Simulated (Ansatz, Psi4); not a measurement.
Interaction energy of H4Si ··· HF (SMILES [SiH4] and F). Monomers: optimised at B3LYP-D3(BJ) (def2-TZVP), held rigid. Orientation: lowest of the rigid-body minima from ten starts at GFN2-xTB. R is the distance of the centres of mass, along which the second monomer moves.

PBE/def2-TZVP, counterpoise-corrected (Psi4); PBE-D3(BJ)/def2-TZVP, counterpoise-corrected (Psi4); wB97X-D/def2-TZVP, counterpoise-corrected (Psi4); CCSD(T)/aug-cc-pVDZ = Ansatz (an electronic-structure program) with CCSD(T) on RHF/aug-cc-pVDZ, frozen core, counterpoise-corrected.

Interaction energies in kJ/mol; the last columns give the difference from CCSD(T):

```json
[
 {"R / Å": "3.06", "PBE/def2-TZVP": "15.28", "PBE-D3(BJ)/def2-TZVP": "12.39", "wB97X-D/def2-TZVP": "19.89", "CCSD(T)/aug-cc-pVDZ": "24.99", "PBE/def2-TZVP − CCSD(T)/aug-cc-pVDZ": "-9.71", "PBE-D3(BJ)/def2-TZVP − CCSD(T)/aug-cc-pVDZ": "-12.60", "wB97X-D/def2-TZVP − CCSD(T)/aug-cc-pVDZ": "-5.10"},
 {"R / Å": "3.24", "PBE/def2-TZVP": "7.83", "PBE-D3(BJ)/def2-TZVP": "5.15", "wB97X-D/def2-TZVP": "10.77", "CCSD(T)/aug-cc-pVDZ": "14.40", "PBE/def2-TZVP − CCSD(T)/aug-cc-pVDZ": "-6.56", "PBE-D3(BJ)/def2-TZVP − CCSD(T)/aug-cc-pVDZ": "-9.25", "wB97X-D/def2-TZVP − CCSD(T)/aug-cc-pVDZ": "-3.63"},
 {"R / Å": "3.47", "PBE/def2-TZVP": "3.30", "PBE-D3(BJ)/def2-TZVP": "0.91", "wB97X-D/def2-TZVP": "4.87", "CCSD(T)/aug-cc-pVDZ": "7.31", "PBE/def2-TZVP − CCSD(T)/aug-cc-pVDZ": "-4.01", "PBE-D3(BJ)/def2-TZVP − CCSD(T)/aug-cc-pVDZ": "-6.40", "wB97X-D/def2-TZVP − CCSD(T)/aug-cc-pVDZ": "-2.43"},
 {"R / Å": "3.68", "PBE/def2-TZVP": "1.52", "PBE-D3(BJ)/def2-TZVP": "-0.58", "wB97X-D/def2-TZVP": "2.39", "CCSD(T)/aug-cc-pVDZ": "4.08", "PBE/def2-TZVP − CCSD(T)/aug-cc-pVDZ": "-2.56", "PBE-D3(BJ)/def2-TZVP − CCSD(T)/aug-cc-pVDZ": "-4.65", "wB97X-D/def2-TZVP − CCSD(T)/aug-cc-pVDZ": "-1.69"},
 {"R / Å": "3.90", "PBE/def2-TZVP": "0.73", "PBE-D3(BJ)/def2-TZVP": "-1.06", "wB97X-D/def2-TZVP": "1.12", "CCSD(T)/aug-cc-pVDZ": "2.32", "PBE/def2-TZVP − CCSD(T)/aug-cc-pVDZ": "-1.60", "PBE-D3(BJ)/def2-TZVP − CCSD(T)/aug-cc-pVDZ": "-3.38", "wB97X-D/def2-TZVP − CCSD(T)/aug-cc-pVDZ": "-1.20"},
 {"R / Å": "4.15", "PBE/def2-TZVP": "0.38", "PBE-D3(BJ)/def2-TZVP": "-1.07", "wB97X-D/def2-TZVP": "0.44", "CCSD(T)/aug-cc-pVDZ": "1.33", "PBE/def2-TZVP − CCSD(T)/aug-cc-pVDZ": "-0.95", "PBE-D3(BJ)/def2-TZVP − CCSD(T)/aug-cc-pVDZ": "-2.40", "wB97X-D/def2-TZVP − CCSD(T)/aug-cc-pVDZ": "-0.89"},
 {"R / Å": "4.49", "PBE/def2-TZVP": "0.24", "PBE-D3(BJ)/def2-TZVP": "-0.79", "wB97X-D/def2-TZVP": "0.09", "CCSD(T)/aug-cc-pVDZ": "0.73", "PBE/def2-TZVP − CCSD(T)/aug-cc-pVDZ": "-0.49", "PBE-D3(BJ)/def2-TZVP − CCSD(T)/aug-cc-pVDZ": "-1.52", "wB97X-D/def2-TZVP − CCSD(T)/aug-cc-pVDZ": "-0.63"},
 {"R / Å": "4.94", "PBE/def2-TZVP": "0.22", "PBE-D3(BJ)/def2-TZVP": "-0.41", "wB97X-D/def2-TZVP": "0.04", "CCSD(T)/aug-cc-pVDZ": "0.40", "PBE/def2-TZVP − CCSD(T)/aug-cc-pVDZ": "-0.18", "PBE-D3(BJ)/def2-TZVP − CCSD(T)/aug-cc-pVDZ": "-0.81", "wB97X-D/def2-TZVP − CCSD(T)/aug-cc-pVDZ": "-0.37"},
 {"R / Å": "5.68", "PBE/def2-TZVP": "0.19", "PBE-D3(BJ)/def2-TZVP": "-0.08", "wB97X-D/def2-TZVP": "0.08", "CCSD(T)/aug-cc-pVDZ": "0.20", "PBE/def2-TZVP − CCSD(T)/aug-cc-pVDZ": "-0.01", "PBE-D3(BJ)/def2-TZVP − CCSD(T)/aug-cc-pVDZ": "-0.28", "wB97X-D/def2-TZVP − CCSD(T)/aug-cc-pVDZ": "-0.13"},
 {"R / Å": "6.64", "PBE/def2-TZVP": "0.11", "PBE-D3(BJ)/def2-TZVP": "0.01", "wB97X-D/def2-TZVP": "0.06", "CCSD(T)/aug-cc-pVDZ": "0.10", "PBE/def2-TZVP − CCSD(T)/aug-cc-pVDZ": "0.01", "PBE-D3(BJ)/def2-TZVP − CCSD(T)/aug-cc-pVDZ": "-0.09", "wB97X-D/def2-TZVP − CCSD(T)/aug-cc-pVDZ": "-0.05"},
 {"R / Å": "7.95", "PBE/def2-TZVP": "0.04", "PBE-D3(BJ)/def2-TZVP": "0.02", "wB97X-D/def2-TZVP": "0.03", "CCSD(T)/aug-cc-pVDZ": "0.04", "PBE/def2-TZVP − CCSD(T)/aug-cc-pVDZ": "0.00", "PBE-D3(BJ)/def2-TZVP − CCSD(T)/aug-cc-pVDZ": "-0.03", "wB97X-D/def2-TZVP − CCSD(T)/aug-cc-pVDZ": "-0.02"}
]
```

PBE/def2-TZVP is furthest from CCSD(T)/aug-cc-pVDZ at 3.06 (-9.71 kJ/mol, below); its mean absolute difference over the points is 2.37 kJ/mol.

PBE-D3(BJ)/def2-TZVP is furthest from CCSD(T)/aug-cc-pVDZ at 3.06 (-12.60 kJ/mol, below); its mean absolute difference over the points is 3.76 kJ/mol.

wB97X-D/def2-TZVP is furthest from CCSD(T)/aug-cc-pVDZ at 3.06 (-5.10 kJ/mol, below); its mean absolute difference over the points is 1.47 kJ/mol.
